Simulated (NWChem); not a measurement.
System: C3H2Cl2; SMILES C=C=C(Cl)Cl

Here is an NWChem input.

```
start job
memory heap 200 mb stack 900 mb global 1100 mb
geometry units angstroms noautoz
  C      0.000000     0.000000     2.648199
  C      0.000000     0.000000     1.332321
  C      0.000000     0.000000     0.014311
  Cl     0.000000     1.472458    -0.919007
  Cl     0.000000    -1.472458    -0.919007
  H     -0.941791     0.000000     3.226977
  H      0.941791     0.000000     3.226977
end
basis spherical
  * library def2-svp
end
dft
  xc xpbe96 cpbe96
  grid xfine
  iterations 150
  mulliken
end
task dft gradient
```

Output (shortened):

```
             Northwest Computational Chemistry Package (NWChem) 7.3.0
             --------------------------------------------------------

 C2V symmetry detected

                             Geometry "geometry" -> ""
                             -------------------------

 Output coordinates in angstroms (scale by  1.889725989 to convert to a.u.)

  No.       Tag          Charge          X              Y              Z
 ---- ---------------- ---------- -------------- -------------- --------------
    1 C                    6.0000     0.00000000     0.00000000     2.66344526
    2 C                    6.0000     0.00000000     0.00000000     1.34756726
    3 C                    6.0000     0.00000000     0.00000000     0.02955726
    4 Cl                  17.0000     0.00000000     1.47245800    -0.90376074
    5 Cl                  17.0000     0.00000000    -1.47245800    -0.90376074
    6 H                    1.0000    -0.94179100     0.00000000     3.24222326
    7 H                    1.0000     0.94179100     0.00000000     3.24222326

 Effective nuclear repulsion energy (a.u.)     237.0413282900

      Symmetry information
      --------------------

 Group name             C2v
 Group number             16
 Group order               4
 No. of unique centers     5

  pbe96 is a nonlocal functional; adding pw91lda local functional.

                                 NWChem DFT Module
                                 -----------------

 Summary of "ao basis" -> "ao basis" (spherical)
 ------------------------------------------------------------------------------
       Tag                 Description            Shells   Functions and Types
 ---------------- ------------------------------  ------  ---------------------
 C                          def2-svp                 6       14   3s2p1d
 Cl                         def2-svp                 8       18   4s3p1d
 H                          def2-svp                 3        5   2s1p

      Symmetry analysis of basis
      --------------------------

        a1         38
        a2          9
        b1         18
        b2         23

            General Information
            -------------------
          SCF calculation type: DFT
          Wavefunction type:  closed shell.
          No. of atoms     :     7
          No. of electrons :    54
           Alpha electrons :    27
            Beta electrons :    27
          Charge           :     0
          Spin multiplicity:     1
          Use of symmetry is: on ; symmetry adaption is: on
          Maximum number of iterations: 150
          AO basis - number of functions:    88
                     number of shells:    40
          Convergence on energy requested:  1.00D-06
          Convergence on density requested:  1.00D-05
          Convergence on gradient requested:  5.00D-04

              XC Information
              --------------
          PerdewBurkeErnzerhof Exchange Functional  1.000
            Perdew 1991 LDA Correlation Functional  1.000 local
           PerdewBurkeErnz. Correlation Functional  1.000 non-local

             Grid Information
             ----------------
          Grid used for XC integration:  xfine
          Radial quadrature: Mura-Knowles
          Angular quadrature: Lebedev.
          Tag              B.-S. Rad. Rad. Pts. Rad. Cut. Ang. Pts.
          ---              ---------- --------- --------- ---------
          C                   0.70      100          10.0      1454
          Cl                  1.00      125          12.0      1454
          H                   0.35      100          11.0      1202
          Grid pruning is: on
          Number of quadrature shells:   525
          Spatial weights used:  Erf1

      Superposition of Atomic Density Guess
      -------------------------------------

 Sum of atomic energies:       -1032.52002801

      Non-variational initial energy
      ------------------------------

 Total energy =   -1034.575995
 1-e energy   =   -1894.000349
 2-e energy   =     622.383026
 HOMO         =      -0.241743
 LUMO         =      -0.018238

      Symmetry analysis of molecular orbitals - initial
      -------------------------------------------------

  Numbering of irreducible representations:

     1 a1          2 a2          3 b1          4 b2

  Orbital symmetries:

     1 b2          2 a1          3 a1          4 a1          5 a1
     6 a1          7 b2          8 a1          9 b2         10 a1
    11 b2         12 b1         13 a2         14 a1         15 a1
    16 b2         17 a1         18 a1         19 b2         20 a1
    21 b1         22 b1         23 a1         24 a2         25 b2
    26 b2         27 b1         28 b2         29 b1         30 a1
    31 a1         32 b1         33 b2         34 a1         35 a1
    36 a1         37 a1

     ---------------------------------------------
      Total Density - Mulliken Population Analysis
     ---------------------------------------------

    Atom       Charge   Shell Charges
 -----------   ------   -------------------------------------------------------
    1 C    6     6.25   1.99  0.95  0.31  1.94  1.02  0.03
    2 C    6     6.05   1.99  0.99  0.27  1.97  0.80  0.03
    3 C    6     5.61   1.99  0.89  0.24  1.54  0.88  0.06
    4 Cl  17    17.17   2.00  1.99  1.22  0.71  5.94  2.11  3.18  0.02
    5 Cl  17    17.17   2.00  1.99  1.22  0.71  5.94  2.11  3.18  0.02
    6 H    1     0.87   0.65  0.20  0.02
    7 H    1     0.87   0.65  0.20  0.02

   convergence    iter        energy       DeltaE   RMS-Dens  Diis-err
 ---------------- ----- ----------------- --------- --------- ---------
 d= 0,ls=0.0,diis     1  -1034.8465733240 -1.27D+03  2.40D-02  9.29D-01
 d= 0,ls=0.0,diis     2  -1034.5331057506  3.13D-01  1.92D-02  3.38D+00
 d= 0,ls=0.0,diis     3  -1034.9271905193 -3.94D-01  5.54D-03  1.40D-01
 d= 0,ls=0.0,diis     4  -1034.9341226322 -6.93D-03  3.01D-03  8.26D-02
 d= 0,ls=0.0,diis     5  -1034.9478523139 -1.37D-02  5.68D-04  2.77D-03
  Resetting Diis
 d= 0,ls=0.0,diis     6  -1034.9480644191 -2.12D-04  3.48D-04  1.04D-03
 d= 0,ls=0.0,diis     7  -1034.9482108869 -1.46D-04  1.72D-04  3.52D-05
 d= 0,ls=0.0,diis     8  -1034.9481917043  1.92D-05  1.23D-04  1.77D-04
 d= 0,ls=0.0,diis     9  -1034.9482148794 -2.32D-05  1.86D-05  3.84D-06
 d= 0,ls=0.0,diis    10  -1034.9482154002 -5.21D-07  2.67D-06  1.13D-08

         Total DFT energy =    -1034.948215400233
      One electron energy =    -1896.196778192330
           Coulomb energy =      697.075558898952
    Exchange-Corr. energy =      -72.868324396826
 Nuclear repulsion energy =      237.041328289972

 Numeric. integr. density =       54.000000068137

                  Occupations of the irreducible representations
                  ----------------------------------------------

                     irrep           alpha         beta
                     --------     --------     --------
                     a1               13.0         13.0
                     a2                2.0          2.0
                     b1                4.0          4.0
                     b2                8.0          8.0

                       DFT Final Molecular Orbital Analysis
                       ------------------------------------

 Vector   25  Occ=2.000000D+00  E=-2.842299D-01  Symmetry=b2
              MO Center= -2.4D-16,  1.5D-14,  2.2D-01, r^2= 4.4D+00
   Bfn.  Coefficient  Atom+Function         Bfn.  Coefficient  Atom+Function
  ----- ------------  ---------------      ----- ------------  ---------------
    54      0.327903  4 Cl py                72      0.327903  5 Cl py
    19      0.266724  2 C  py                51      0.256053  4 Cl py
    69      0.256053  5 Cl py                 5      0.247112  1 C  py
    22      0.175610  2 C  py                55      0.166594  4 Cl pz
    73     -0.166594  5 Cl pz                 8      0.145395  1 C  py

 Vector   26  Occ=2.000000D+00  E=-2.580395D-01  Symmetry=b2
              MO Center= -1.9D-16, -2.0D-14,  7.2D-01, r^2= 4.6D+00
   Bfn.  Coefficient  Atom+Function         Bfn.  Coefficient  Atom+Function
  ----- ------------  ---------------      ----- ------------  ---------------
     5      0.345569  1 C  py                19      0.300229  2 C  py
    55     -0.299878  4 Cl pz                73      0.299878  5 Cl pz
     8      0.231350  1 C  py                52     -0.226858  4 Cl pz
    70      0.226858  5 Cl pz                22      0.145028  2 C  py
    54     -0.143597  4 Cl py                72     -0.143597  5 Cl py

 Vector   27  Occ=2.000000D+00  E=-2.197431D-01  Symmetry=b1
              MO Center= -3.7D-16, -1.9D-14,  3.5D-01, r^2= 3.6D+00
   Bfn.  Coefficient  Atom+Function         Bfn.  Coefficient  Atom+Function
  ----- ------------  ---------------      ----- ------------  ---------------
    18      0.374539  2 C  px                53     -0.330833  4 Cl px
    71     -0.330833  5 Cl px                32      0.325792  3 C  px
    21      0.247025  2 C  px                50     -0.226447  4 Cl px
    68     -0.226447  5 Cl px                35      0.185500  3 C  px
    79      0.134852  6 H  s                 84     -0.134852  7 H  s

[...]

                         DFT ENERGY GRADIENTS

    atom               coordinates                        gradient
                 x          y          z           x          y          z
   1 C       0.000000   0.000000   5.033182    0.000000   0.000000  -0.000544
   2 C       0.000000   0.000000   2.546533    0.000000   0.000000   0.000000
   3 C       0.000000   0.000000   0.055855    0.000000   0.000000   0.000081
   4 Cl      0.000000   2.782542  -1.707860    0.000000  -0.000326   0.000264
   5 Cl      0.000000  -2.782542  -1.707860   -0.000000   0.000326   0.000264
   6 H      -1.779727   0.000000   6.126914    0.000018   0.000000  -0.000033
   7 H       1.779727   0.000000   6.126914   -0.000018   0.000000  -0.000033
```

Level: PBE/def2-SVP. Coordinates come from a PBE-D3(BJ)/def2-SVP optimisation.
